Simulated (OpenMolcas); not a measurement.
Hf3+: moving or changing the point charges

Hf3+ among 6 point charges of -1.7 e arranged as an octahedron (Oh), 2.19 Å from the ion.

- Program: OpenMolcas 26.06
- Method: SS-CASPT2, IPEA 0.25 Eh, imaginary shift 0.1 Eh (closed shells correlated: 4f 5s 5p)
- Basis: ANO-RCC-VDZP [7s6p4d2f1g]
- Scalar Hamiltonian: DKH2, point nucleus
- Active space: 1 electron in 5 orbitals (5d)
- State averaging: 2S+1 = 2 even, 5 roots
- Spin-orbit coupling: state interaction with AMFI integrals over the reference wave functions

Runs around this geometry, states (labels of O, the rotations of Oh). Energies in cm-1 above the lowest state or level, χT in cm3 K/mol; under a threefold ground state the first gap can be a small split of the lowest multiplet, not the spin-orbit step; 10Dq is the gap between the two states.

| R (Å) | q (e) | Ground state | First state of that spin | 10Dq | First gap with spin-orbit (degeneracies) | χT at 300 K |
| --- | --- | --- | --- | --- | --- | --- |
| 2.19 | -1.36 | 2T2 | 2E 15560 | 15558 | 3070 (4, 2) | 0.087 |
| 2.19 | -1.7 | 2T2 | 2E 19980 | 19978 | 2730 (4, 2) | 0.078 |
| 2.45 | -1.7 | 2T2 | 2E 12430 | 12430 | 3390 (4, 2) | 0.102 |

Taking |10Dq| as R^-n, n = -ln(12430 / 19978) / ln(2.45 / 2.19) = 4.2 between the shortest and longest distance. The point-charge formula for a cubic d site gives n = 5.

Scaling the charges by -1.36 / -1.7 = 0.80 scales |10Dq| by 15558 / 19978 = 0.78; with fixed orbitals a first-order splitting would follow the charge.

Roots that are degenerate in the reference are averaged as groups; the widest CASPT2 spread within a group is 66 cm-1 (the 3-fold group of multiplicity 2 near 0 cm-1 above the lowest state of its run, R = 2.45, q = -1.7). Shifts and gaps below about the spread of the groups concerned are not significant. An orbital triplet at a regular site is open to Jahn-Teller coupling, which can distort the site and quench the lowest spin-orbit gaps and is left out. Free-ion shares, where given, are those of the reference states; single-state CASPT2 does not remix them. This field is weak: 10Dq is about 15558 cm-1, while octahedral complexes of 5d ions of charge 3 and more, computed by the same method with explicit ligands, had a median near 35000 cm-1. Ground spin and moment need not be those of a real site (figures for R = 2.19, q = -1.36; the like holds for R = 2.19, q = -1.7, R = 2.45, q = -1.7). Point charges carry no covalency, so the field is a model and not that of real ligands. No measured value stands beside these numbers.
